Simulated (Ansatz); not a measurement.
Isolated molecules relaxed with PBE0-D4/def2-TZVP in Ansatz; ΔE leaves out vibrations. CCSD(T)/CBS adds triple-zeta CCSD(T) − MP2 to the extrapolated MP2 energy (def2 sets, frozen cores). DFT in def2-TZVPP. B3LYP here is the variant with VWN-RPA as its local correlation; programs differ in this. Each species was taken in one conformer, which may not be the lowest.

Consider the formal exchange of groups at the Si–C bond: `O[SiH2]C(O)O` + `CN[SiH](C)O` → `C[SiH](O)N[SiH2]O` + `CC(O)O`.

```tsv
level	ΔE (kJ/mol)
ωB97M-V	-160.5
r2SCAN	-161.9
PBE0	-154.8
B3LYP	-152.9
SCS-MP2/def2-TZVPP	-165.0
HF/CBS(def2)	-169.2
MP2/CBS(def2)	-168.4
CCSD/CBS(def2)	-164.0
```

Q: What does CCSD(T)/CBS give? (Best estimate.)

A: Ansatz gave: -163.4 kJ/mol. The listed levels differ from it by 2.9, 1.5, 8.6, 10.5, -1.6, -5.8, -5.0, -0.6 kJ/mol.

Largest T1 diagnostic among the species: 0.012.

From PBE to PBE0 (25 % exact exchange), in def2-TZVPP and without D4, ΔE moves by −8.5 kJ/mol.
